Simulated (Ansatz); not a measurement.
Geometry optimisation, Ansatz, RKS PBE/def2-SVP.

input.yaml

```yaml
crystal:
  periodic: [false, false, false]
  atoms:
    - { symbol: Ge, position_ang: [0.121797, -0.861319, -0.345162] }
    - { symbol: O, position_ang: [0.763182, 0.315652, 2.300022] }
    - { symbol: H, position_ang: [-0.133632, 0.660519, 2.111787] }
    - { symbol: Ge, position_ang: [2.311883, 0.12545, -0.79979] }
    - { symbol: H, position_ang: [3.181858, -1.04769, -1.308604] }
    - { symbol: H, position_ang: [2.100693, 1.165245, -1.926787] }
    - { symbol: H, position_ang: [2.869764, 0.754148, 0.487264] }
    - { symbol: F, position_ang: [-1.150065, 0.217513, 0.236824] }
    - { symbol: F, position_ang: [-0.567627, -1.416132, -1.862211] }
    - { symbol: Br, position_ang: [0.061702, -2.785833, 1.060359] }
    - { symbol: H, position_ang: [0.560946, -0.592153, 2.643598] }
basis:
  gaussian: { orbitals: def2-SVP }
hamiltonian:
  xc: pbe
relax:
  f_tol: 0.03
  max_steps: 50
```

Command:

```bash
$ ansatz run input.yaml --threads 4 --pin off --max-ram 5120MiB --backend cpu --events-out ev --progress --plain --runs-dir out
```

Task: Where does it end, and by what steps?

Result: It converged. The force dipped under the threshold on the way, but the program's further checks kept it going. After 20 steps the energy has fallen by 0.109 eV; H6 moved furthest, 1.28 Å.

```json
{"step": "0", "energy less start (eV)": "0.0000", "largest force component (eV/Å)": "0.587", "accepted": "yes"}
{"step": "1", "energy less start (eV)": "0.0016", "largest force component (eV/Å)": "1.033", "accepted": "no"}
{"step": "2", "energy less start (eV)": "-0.0238", "largest force component (eV/Å)": "0.498", "accepted": "yes"}
{"step": "3", "energy less start (eV)": "-0.0296", "largest force component (eV/Å)": "0.447", "accepted": "yes"}
{"step": "4", "energy less start (eV)": "-0.0334", "largest force component (eV/Å)": "0.285", "accepted": "yes"}
{"step": "5", "energy less start (eV)": "-0.0385", "largest force component (eV/Å)": "0.169", "accepted": "yes"}
{"step": "6", "energy less start (eV)": "-0.0395", "largest force component (eV/Å)": "0.073", "accepted": "yes"}
{"step": "7", "energy less start (eV)": "-0.0416", "largest force component (eV/Å)": "0.018", "accepted": "yes"}
{"step": "8", "energy less start (eV)": "-0.0434", "largest force component (eV/Å)": "0.114", "accepted": "yes"}
{"step": "9", "energy less start (eV)": "-0.0451", "largest force component (eV/Å)": "0.124", "accepted": "yes"}
{"step": "10", "energy less start (eV)": "-0.0476", "largest force component (eV/Å)": "0.176", "accepted": "yes"}
{"step": "11", "energy less start (eV)": "-0.0516", "largest force component (eV/Å)": "0.158", "accepted": "yes"}
{"step": "12", "energy less start (eV)": "-0.0604", "largest force component (eV/Å)": "0.188", "accepted": "yes"}
{"step": "13", "energy less start (eV)": "-0.0634", "largest force component (eV/Å)": "0.369", "accepted": "yes"}
{"step": "14", "energy less start (eV)": "-0.0774", "largest force component (eV/Å)": "0.249", "accepted": "yes"}
{"step": "15", "energy less start (eV)": "-0.0878", "largest force component (eV/Å)": "0.153", "accepted": "yes"}
{"step": "16", "energy less start (eV)": "-0.0994", "largest force component (eV/Å)": "0.135", "accepted": "yes"}
{"step": "17", "energy less start (eV)": "-0.1039", "largest force component (eV/Å)": "0.320", "accepted": "yes"}
{"step": "18", "energy less start (eV)": "-0.1067", "largest force component (eV/Å)": "0.198", "accepted": "yes"}
{"step": "19", "energy less start (eV)": "-0.1080", "largest force component (eV/Å)": "0.056", "accepted": "yes"}
{"step": "20", "energy less start (eV)": "-0.1085", "largest force component (eV/Å)": "0.010", "accepted": "yes"}
```

```xyz
11
Properties=species:S:1:pos:R:3
Ge 0.166 -1.073 -0.278
O 0.715 0.610 1.902
H -0.202 0.846 1.646
Ge 2.291 0.060 -0.663
H 2.848 -0.446 -2.020
H 1.996 1.573 -0.723
H 3.237 -0.315 0.494
F -1.200 0.008 0.055
F -0.416 -1.881 -1.725
Br 0.103 -2.724 1.373
H 0.582 -0.122 2.536
```

Time of the run: 59 s on 4 threads of Arm Neoverse V1 (shared host), peak memory 0.28 GiB.
